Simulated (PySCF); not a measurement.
Computed shifts of a molecule C3H3BrF2, PBE0/pcSseg-1 (PySCF), GIAO, gas phase, atoms alike by connectivity averaged where their shifts nearly agree, in ppm (number of nuclei): ¹⁹F: -248.4 (2). ¹³C: 79.1 (2), 34.0 (1). ¹H: 4.37 (2), 3.31 (1). References: ¹⁹F against CFCl3 (σ = 167.2 ppm); ¹³C against TMS (σ = 186.3 ppm); ¹H against TMS (σ = 31.56 ppm), references at their B3LYP-D3(BJ)/def2-TZVP geometries, non-relativistic (without spin–orbit terms, shifts of atoms bonded to Cl or Br come out too high). The structure is a stationary point at PBE0-D3(BJ)/def2-SVP. One conformer was computed; it need not be the lowest.

Task: Which structure fits?
A) F[C@@H]1[C@H](F)[C@H]1Br
B) F[C@H]1C[C@]1(F)Br
C) C=C(Br)C(F)F
D) FC1(F)C[C@@H]1Br

Result: A, F[C@@H]1[C@H](F)[C@H]1Br
